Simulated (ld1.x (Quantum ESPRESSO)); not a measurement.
## Ir (Z = 77): excitation energies, all-electron against TM

ld1.x (Quantum ESPRESSO) 7.5 input, shortened:

```
&input
   title='Ir', zed=77., rel=2, dft='PBESOL', iswitch=3,
   config='[Xe] 4f14 5d7 6s1 6p0', rel_dist='average'
 /
 &inputp
   pseudotype=2, tm=.true., lloc=-1, rcloc=1.15,
   nlcc=.false.
 /
3
6S  1  0   1.00   0.00  2.05  2.05  0.0
5P  2  1   6.00   0.00  1.50  1.50  0.0
5D  3  2   7.00   0.00  1.50  1.50  0.0
 &test
   configts(1)='5p6 5d7 6s1 6p0'
 /
```

Open shells are filled in proportion to 2j + 1 (rel_dist='average').

Energies are relative to the spin-unpolarised reference configuration 5p6 5d7 6s1 6p0; without spin polarisation the order of configurations can differ from experiment. Not all tests gave a result: 1 of 7 tests not solved or not reliable. Left out of the table: 5p5 5d7 6s2 6p0 (solver errors, printed error -1781 eV).

Q: Give the all-electron excitation energy and the error of the potential for: 5p6 5d7 6s2 6p0; 5p6 5d7 6s0 6p0; 5p6 5d6 6s0 6p0; 5p6 5d7.5 6s1.5 6p0; 5p6 5d7 6s0 6p2; 5p6 5d7 6s1 6p1.

A:

| valence configuration | charge | ΔE all-electron (eV) | error AE − PS (meV) |
| --- | --- | --- | --- |
| 5p6 5d7 6s2 6p0 | 0 | -9.937 | +3.0 |
| 5p6 5d7 6s0 6p0 | +2 | 17.501 | -7.3 |
| 5p6 5d6 6s0 6p0 | +3 | 48.070 | +18 |
| 5p6 5d7.5 6s1.5 6p0 | 0 | -10.221 | +20 |
| 5p6 5d7 6s0 6p2 | 0 | 1.053 | +234 |
| 5p6 5d7 6s1 6p1 | 0 | -4.608 | +104 |

These tests converged, but a pseudo level misses the all-electron one widely, so the file describes the atom poorly there or has found another state: 5p6 5d6 6s0 6p0: empty 6s by 4.5 eV. ld1.x printed “convergence not achieved” for 3 of the counted tests; their residual had stalled under 1e-8, short of the target of 1e-14.

Note: ghost states, extra bound levels that the all-electron valence spectrum of the same l lacks: s at -293.5 eV, s at -8.3 eV. A true bound ghost makes a file unfit for plane-wave use.
